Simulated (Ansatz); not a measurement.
`N1[SiH2]OP1` at its PBE0-D4/def2-TZVP geometry, where that method's forces vanish. Total charge 0; spin multiplicity 1.

```
atom   x (Å)   y (Å)   z (Å)
  N1  -0.578  -0.160   0.842
 Si2   0.273  -0.708  -0.565
  O3   0.963   0.811  -0.653
  P4   0.184   1.391   0.715
  H5  -0.663  -0.607   1.739
  H6  -0.556  -1.011  -1.758
  H7   1.237  -1.817  -0.347
  H8  -0.858   2.102   0.027
```

(1) For each bond, give half the difference of the two atoms' forces along it (eV/Å; positive pushes the atoms apart) under PBE-D4, r2SCAN-D4, B3LYP-D4, ωB97M-V in def2-TZVPP. (Best estimate.)

Results:

(1) Ansatz gave: 
```tsv
bond	length (Å)	PBE-D4	r2SCAN-D4	B3LYP-D4	ωB97M-V
N1–Si2	1.733	0.19	0.05	0.19	0.16
N1–P4	1.733	0.35	0.17	0.27	0.10
N1–H5	1.006	0.11	-0.04	-0.08	-0.06
Si2–O3	1.671	0.44	0.07	0.17	0.13
Si2–H6	1.484	0.00	-0.02	-0.17	-0.21
Si2–H7	1.485	-0.03	-0.04	-0.17	-0.18
O3–P4	1.677	0.57	0.20	0.26	0.10
P4–H8	1.437	0.22	0.04	-0.10	-0.16
```

B3LYP here is the variant with VWN-RPA as its local correlation; programs differ in this.
